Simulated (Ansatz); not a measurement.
AlH$_{7}$NPSi, SMILES `[AlH2][NH]P[SiH3]`. Total charge 0; spin multiplicity 1.

```xyz
11

Al   -2.472    0.469    0.546
N    -0.922   -0.353    0.209
P     0.551   -0.030    1.028
Si    1.993    0.141   -0.699
H    -2.510    1.546    1.698
H    -3.699    0.043   -0.358
H    -0.879   -1.043   -0.530
H     0.987   -1.344    1.377
H     1.762   -0.931   -1.711
H     1.798    1.456   -1.365
H     3.390    0.045   -0.194
```

Q: List the harmonic frequencies (cm⁻¹, unscaled) at PBE0-D4/def2-TZVP in Ansatz. (Estimate.)

A: Computed: 60, 117, 148, 185, 219, 432, 461, 495, 556, 597, 601, 675, 757, 769, 867, 906, 926, 948, 960, 1195, 1939, 1963, 2193, 2219, 2228, 2339, 3565.

Q: Is this a minimum?

A: Yes, all 27 modes are real.

Q: Give the ideal-gas thermochemistry at 298.15 K and 1 bar (rigid rotor, harmonic oscillator; point group C1, symmetry number 1).

A: Zero-point energy 169.4 kJ/mol; H(298) − E = 192.8 kJ/mol; entropy 364.7 J/(mol·K), of which translation 167.1, rotation 114.7, vibration 82.8; G(298) − E = 84.0 kJ/mol. Modes under 100 cm⁻¹ are hindered rotations or soft bends, so the harmonic entropy is rough.

Q: And at 400, 500, 600, 800 and 1000 K?

A: 
```tsv
T (K)	H − E (kJ/mol)	S (J/mol/K)	G − E (kJ/mol)
400	206.6	404.5	44.8
500	222.2	439.2	2.6
600	239.3	470.4	-42.9
800	277.1	524.6	-142.6
1000	318.3	570.5	-252.2
```

Q: Rotational constants (cm⁻¹)?

A: 0.2974, 0.04591, 0.04247.
